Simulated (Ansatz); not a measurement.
`C[O][Sn][NH2]` + HCl → `C[O][Sn][Cl]` + NH₃ at 298.15 K and 1 bar (ligand exchange at the Sn–N bond).

Program: Ansatz. Geometries: PBE0-D4/def2-TZVP. ΔE: electronic, gas phase. CBS: MP2 limit from def2 TZ/QZ plus the TZ coupled-cluster correction, frozen cores. This one scheme is used for every species. def2 core potentials past Kr. For Sn outer-core shells are correlated without core-valence functions, which leaves a few kJ/mol of doubt a bond. One conformer a species, not always the lowest.

```json
{"species": "`C[O][Sn][NH2]`", "CCSD(T)/CBS energy (Eh)": "-384.99617", "H − E (kJ/mol)": "193.1", "S (J/(mol·K))": "342.2"}
{"species": "HCl", "CCSD(T)/CBS energy (Eh)": "-460.38127", "H − E (kJ/mol)": "26.6", "S (J/(mol·K))": "186.8"}
{"species": "`C[O][Sn][Cl]`", "CCSD(T)/CBS energy (Eh)": "-788.90874", "H − E (kJ/mol)": "129.6", "S (J/(mol·K))": "345.0"}
{"species": "NH₃", "CCSD(T)/CBS energy (Eh)": "-56.50880", "H − E (kJ/mol)": "100.5", "S (J/(mol·K))": "192.4"}
```

H − E and S are ideal-gas, rigid-rotor, harmonic terms from PBE0-D4/def2-TZVP, for one conformer and one mirror image of each species. 1 Eh = 2625.50 kJ/mol, R = 8.31446 J/(mol·K).

Task: By hand: ΔE, ΔH, ΔS and ΔG.

Result: ΔE = (-788.90874) + (-56.50880) − (-384.99617) − (-460.38127) = -0.04010 Eh = -105.3 kJ/mol. Δ(H − E) = 129.6 + 100.5 − 193.1 − 26.6 = 10.4, so ΔH = -94.9 kJ/mol. ΔS = 345.0 + 192.4 − 342.2 − 186.8 = 8.4 J/(mol·K). ΔG = -94.9 − 298.15 × (8.4)/1000 = -97.4 kJ/mol.

Task: By hand: the equilibrium constant, and the temperature at which ΔG would vanish if ΔH and ΔS stayed fixed.

Result: log₁₀ K = −ΔG/(RT ln 10) = 17.1. ΔH and −TΔS have one sign here, so there is no such temperature.

The number of gas molecules stays the same, so ΔS is small and ΔH decides. A doubt of 5 kJ/mol in ΔE shifts log₁₀ K by 0.9 here. Other conformers and mirror images would add mixing entropy, several J/(mol·K) or more a flexible species. These are equilibria of isolated gas molecules and say nothing of rates. Largest T1 diagnostic: 0.017 (customary marks: 0.02 for closed shells, 0.045 for open ones).

ΔS is within the doubt of such terms, so its sign, and with it that verdict, could turn.
